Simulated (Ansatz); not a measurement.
`BrB1CC1` + H₂O → `OB1CC1` + HBr  (formal hydrolysis of a B–Br bond)

Computed with Ansatz on PBE0-D4/def2-TZVP structures; ΔE is electronic, products minus reactants. CCSD(T)/CBS is the MP2 limit (def2-TZVPP, def2-QZVPP) plus CCSD(T) − MP2 in def2-TZVPP, frozen cores. This one scheme is used for every species. Functionals use def2-TZVPP. HSE06 is defined as in plane-wave codes. For Br outer-core shells are correlated without core-valence functions, which leaves a few kJ/mol of doubt a bond. Scalar relativity is left out up to krypton. Each species was taken in one conformer, which may not be the lowest.

```tsv
level	ΔE (kcal/mol)
HSE06-D4	-10.2
CAM-B3LYP-D4	-13.2
MP2/def2-TZVPP	-8.9
CCSD/def2-TZVPP	-10.8
```

What does CCSD(T)/CBS give? (Best estimate.)

Computed: -9.2 kcal/mol. The listed levels differ from it by -1.0, -4.0, 0.3, -1.6 kcal/mol.

What do rigid-rotor, harmonic-oscillator terms from PBE0-D4/def2-TZVP frequencies (298.15 K, 1 bar) make of the CCSD(T)/CBS value? (Estimate.)

Computed: ΔZPE = -0.5 kcal/mol, ΔH = -10.1 kcal/mol, ΔS = -6 J/(mol·K), ΔG = -9.7 kcal/mol.

Largest T1 diagnostic among the species: 0.012.

At CCSD(T), def2-SVP lies −7.2 kcal/mol from the extrapolated value and def2-TZVPP −1.2 kcal/mol. The D4 term adds +0.8 kcal/mol with B3LYP and +0.5 kcal/mol with PBE0; it sums over pairs of atoms, weighted by their polarisabilities, and B3LYP, whose exchange is more repulsive, gets the larger term. In def2-TZVPP, CCSD(T) changes the Hartree–Fock value by +2.4 kcal/mol (the triples alone add +0.4 kcal/mol) and MP2 by +3.9 kcal/mol.

B3LYP here is the variant with VWN-RPA as its local correlation; programs differ in this.
